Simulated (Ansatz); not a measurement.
An input meant for the cluster GeC₂⁺ (charge 1, doublet).

Input and output for GeC₂⁺.

```yaml
crystal:
  periodic: [false, false, false]
  atoms:
    - {symbol: Ge, position_ang: [-1.080503, -1.198256, 0.099763]}
    - {symbol: C, position_ang: [0.259557, 0.240903, -0.116480]}
    - {symbol: C, position_ang: [0.768890, 1.024861, -0.050527]}
basis:
  gaussian: {orbitals: def2-TZVPP}
total_charge: 1
magnetization: {spin_polarized: true, initial_magnetization: 1}
hamiltonian: {xc: {name: HF}}
correlation: {electrons: outside_noble_gas, diis_vectors: 2}
relax: {f_tol: 0.0001, max_steps: 2}
```

```sh
$ ansatz run in.yaml --threads 4 --pin off --events-out ev --progress --plain --max-ram 3916MiB
```

It prints (some lines left out):

```
Error: invalid value for `correlation`: name a method or an active space
```
